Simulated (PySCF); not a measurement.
Orbital energies and ionisation energy

Compound: ZrEtF3, C2H5F3Zr (singlet state).
Z-matrix (Å and degrees, PBE0-D3(BJ)/def2-SVP geometry), rows numbered from 1:
```
Zr
C   1  2.1970
C   2  1.5282  1  112.55
H   2  1.1077  1  107.34  3  -122.84
H   2  1.1074  1  107.84  3   123.34
H   3  1.1030  2  112.26  1  -179.91
H   3  1.1026  2  111.88  1   -59.93
H   3  1.1029  2  111.79  1    60.34
F   1  1.9043  2  104.64  3    58.32
F   1  1.9033  2  104.65  3   -61.64
F   1  1.9032  2  105.59  3   178.53
```

Level: wB97X-D/def2-SVPD (PySCF). Frontier orbitals with their largest atomic shares (Löwdin; up to four atoms above 4 %):

```
orbital  ε (eV)                            main atoms
 HOMO−3  -13.83  F11 29 %, F9 22 %, F10 20 %, C3 11 %
 HOMO−2  -12.76      C3 37 %, C2 34 %, H7 7 %, H8 7 %
 HOMO−1  -12.03    C3 27 %, C2 27 %, H8 11 %, H7 11 %
   HOMO   -9.60                                     ?
   LUMO    0.52     Zr1 71 %, F11 9 %, C2 5 %, F9 4 %
 LUMO+1    0.57     Zr1 72 %, F10 7 %, F9 7 %, C2 6 %
 LUMO+2    1.12    Zr1 74 %, F9 4 %, F10 4 %, F11 4 %
```

What vertical ionisation energy does ΔSCF give, and how far is −ε(HOMO) from it?

ΔSCF: 9.88 eV (953 kJ/mol; threshold wavelength 126 nm); ⟨S²⟩ of the doublet left behind is 0.753, against 0.75 for a pure doublet. −ε(HOMO) is 9.60 eV, 0.28 eV below it. In exact Kohn–Sham theory the two would be equal; wB97X-D (range-separated hybrid) comes within 0.28 eV of that here.

On which atoms does the HOMO lie?

C2 (carbon bonded to C, Zr and 2 H) 43 %, Zr1 (zirconium bonded to C and 3 F) 23 %, C3 (carbon bonded to C and 3 H) 12 %, H6 (hydrogen on carbon) 6 %. The HOMO−1 lies 2.43 eV lower.

What total energies stand behind the ΔSCF value?

E(N) = -425.69541 Eh and E(N − 1) = -425.33243 Eh at the same geometry, 0.36298 Eh apart.

What kinetic energy would electrons from this vertical process carry with 118.2 nm light (10.49 eV)?

10.49 − 9.88 = 0.61 eV.

Shift the occupied levels rigidly so that −ε(HOMO) equals the ΔSCF value. What binding energies result?

The shift is +0.28 eV: HOMO 9.88, HOMO−1 12.31, HOMO−2 13.04, HOMO−3 14.11 eV. A rigid shift is only a rough guide to the deeper ionisations.

Geometry: PBE0-D3(BJ)/def2-SVP; no solvent, vibrations or thermal averaging. Atoms past krypton carry effective core potentials; spin–orbit coupling is left out.

Note: wB97X-D ran without an empirical dispersion term, which enters the total energy and its gradient alone.
